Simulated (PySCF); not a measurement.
Hydrogen sulfate, SMILES O=S(=O)([O-])O (charge -1) (PBE0/def2-SVP optimised geometry):

```
6

O      0.034    -1.101     0.000
S     -0.276     0.560     0.000
O      1.099     1.101     0.078
O     -1.099     0.769     1.196
O     -0.965     0.800    -1.273
H      0.998    -1.101     0.000
```

Calculation: PySCF with PBE0/def2-TZVPD.

Q: What are the frontier orbital energies?

A: HOMO-2 -3.64 eV, HOMO-1 -3.21 eV, HOMO -2.61 eV, LUMO 3.74 eV, LUMO+1 4.35 eV.

Meta-Löwdin charges at PBE0/def2-TZVPD: O1 -0.75, S2 2.13, O3 -0.93, O4 -0.89, O5 -0.89, H6 0.34.
